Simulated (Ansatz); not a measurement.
`FB1O[SiH2]1`, relaxed with RKS PBE-D4/def2-SVP in Ansatz 0.2.0 from a rough embedded geometry. The force threshold is 0.03 eV/Å; the program also tests the step.

Charge 0, multiplicity 1.

Start:

```xyz
6

F    -0.086    2.432    0.649
B     0.053    1.173   -0.128
O     0.946    0.138   -0.638
Si   -0.164   -0.796   -0.008
H     0.276   -1.505    1.202
H    -1.025   -1.441   -1.077
```

(1) How much energy does the relaxation release, and in how many steps? (Estimate.)

(2) Which bonds change most? (Estimate.)

(3) Give the relaxed structure. (An estimate is asked.)

## Answers

(1) Computed: 203.97 kJ/mol, in 7 steps.

(2) Computed: O3–Si4 from 1.581 to 1.826 Å; F1–B2 from 1.486 to 1.321 Å; B2–O3 from 1.459 to 1.345 Å; B2–Si4 from 1.984 to 1.916 Å.

(3) Computed: 
```xyz
6

F    -0.033    2.431    0.328
B     0.060    1.132    0.108
O     0.980    0.392   -0.537
Si   -0.302   -0.749    0.086
H     0.277   -1.736    1.057
H    -0.981   -1.470   -1.042
```
